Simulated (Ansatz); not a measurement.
Geometry optimisation, RKS LDA/def2-mTZVP (Ansatz).

input.yaml

```yaml
crystal:
  periodic: [false, false, false]
  atoms:
    - { symbol: Mg, position_ang: [-0.8958, -0.3216, -1.9304] }
    - { symbol: C, position_ang: [1.3884, -0.4754, -0.8638] }
    - { symbol: Cl, position_ang: [-1.5696, -0.3236, -3.947] }
    - { symbol: H, position_ang: [0.2186, -0.1848, -0.159] }
    - { symbol: O, position_ang: [-0.8751, 0.1005, 0.4471] }
    - { symbol: Si, position_ang: [-0.8963, 0.5991, 1.9663] }
    - { symbol: H, position_ang: [1.92, -0.6462, 0.0683] }
    - { symbol: H, position_ang: [1.8136, 0.401, -1.3525] }
    - { symbol: H, position_ang: [1.5239, -1.3634, -1.4865] }
    - { symbol: H, position_ang: [0.3423, 0.0862, 2.584] }
    - { symbol: H, position_ang: [-0.8993, 2.0688, 2.0104] }
    - { symbol: H, position_ang: [-2.0707, 0.0592, 2.6631] }
basis:
  gaussian: { orbitals: def2-mTZVP }
hamiltonian:
  xc: lda
relax:
  f_tol: 0.15
  max_steps: 25
  restrain:
    - { distance: [0, 4], at: 3.37, k: 30.0 }
    - { distance: [3, 1], at: 2.37, k: 30.0 }
    - { distance: [0, 1], at: 2.17, k: 30.0 }
    - { distance: [3, 4], at: 0.97, k: 30.0 }
output:
  orbitals: {}
```

Command:

```bash
$ ansatz run input.yaml --threads 4 --pin off --max-ram 5120MiB --backend cpu --events-out ev --progress --plain --runs-dir out
```

Question: Where does it end, and by what steps?

Answer: The forces met the threshold. The restraints hold the end off the free minimum; the threshold counts their pulls, which the force column leaves out. Restrained pairs: Mg1–O5 (2.41 → 3.36 Å), C2–H4 (1.40 → 2.37 Å), Mg1–C2 (2.53 → 2.15 Å), H4–O5 (1.28 → 0.98 Å). After 16 steps the energy has fallen by 0.348 eV (the restraints' own energy left out); H7 moved furthest, 1.14 Å.

| step | energy less start (eV) | largest force component (eV/Å) | accepted |
| --- | --- | --- | --- |
| 0 | 0.0000 | 3.148 | yes |
| 1 | 0.7622 | 6.205 | yes |
| 2 | 1.2579 | 6.993 | yes |
| 3 | 1.2872 | 5.376 | yes |
| 4 | 0.6532 | 3.773 | yes |
| 5 | -0.0464 | 1.906 | yes |
| 6 | -0.2428 | 0.862 | yes |
| 7 | -0.2760 | 0.532 | yes |
| 8 | -0.2965 | 0.529 | yes |
| 9 | -0.3038 | 0.532 | yes |
| 10 | -0.3202 | 0.547 | yes |
| 11 | -0.3365 | 0.615 | yes |
| 12 | -0.3273 | 0.557 | no |
| 13 | -0.3430 | 0.560 | yes |
| 14 | -0.3440 | 0.579 | yes |
| 15 | -0.3405 | 0.629 | no |
| 16 | -0.3483 | 0.607 | yes |

```xyz
12
Properties=species:S:1:pos:R:3
Mg -0.340 -0.503 -2.515
C 1.507 -0.649 -1.430
Cl -2.064 -0.392 -3.882
H 0.250 -0.067 0.490
O -0.674 0.003 0.792
Si -0.979 0.754 2.239
H 1.453 -1.414 -0.635
H 1.814 0.316 -0.990
H 2.320 -0.957 -2.106
H -0.006 0.312 3.293
H -0.916 2.249 2.126
H -2.365 0.349 2.618
```

Time of the run: 33 s on 4 threads of Arm Neoverse N1, on a shared host, peak memory 0.19 GiB.
